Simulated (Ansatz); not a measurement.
Reaction (redistribution): `CS[SiH](O)F` + `NC1=N[SiH2]S1` → `CS[SiH](N)F` + `OC1=N[SiH2]S1`

Program: Ansatz. Geometries: PBE0-D4/def2-TZVP. ΔE: electronic, gas phase. CCSD(T)/CBS is the MP2 limit (def2-TZVPP, def2-QZVPP) plus CCSD(T) − MP2 in def2-TZVPP, frozen cores. Each species was taken in one conformer, which may not be the lowest.

```csv
species,HF/def2-TZVPP energy (Eh)
`CS[SiH](O)F`,-901.82140
`NC1=N[SiH2]S1`,-835.67003
`CS[SiH](N)F`,-881.96177
`OC1=N[SiH2]S1`,-855.50702
```

**Question.** Work out ΔE.

**Answer.** ΔE = (-881.96177) + (-855.50702) − (-901.82140) − (-835.67003) = 0.02264 Eh = +59.4 kJ/mol. CCSD(T)/CBS gives +56.1 kJ/mol.

Largest T1 diagnostic among the species: 0.015.
